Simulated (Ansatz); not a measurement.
A structure relaxed at B3LYP-D4/def2-SVP in Ansatz, charge 1, singlet:

```xyz
7

Cu   -2.2224   -0.2741   -0.6241
Si    0.0260   -0.6749   -1.1065
Si    1.2620    1.2833   -1.5795
Si   -1.0704    1.4753    0.5606
Si    1.4217   -1.7562    0.6259
Si   -0.6260   -0.7574    1.3845
Si    1.2092    0.7040    0.7390
```

Problem. Give its formula.

Solution. the cluster CuSi₆⁺.

Problem. Summarise the bond lengths by kind (pairs closer than 1.2 times the sum of covalent radii, bridged metal pairs left out).

Solution. 10 × Si–Si 2.36 to 2.59 Å; 3 × Cu–Si 2.33 to 2.61 Å. The metal has 3 neighbours: Si 2.33 Å, Si 2.41 Å, Si 2.61 Å.

The restricted singlet is unstable towards broken spin symmetry in Hartree–Fock (as tested in another run); at B3LYP-D4/def2-SVP this wasn't settled. The relaxation made no stability test and no search for a lower SCF solution. The structure comes from a short search, and lower isomers may exist.
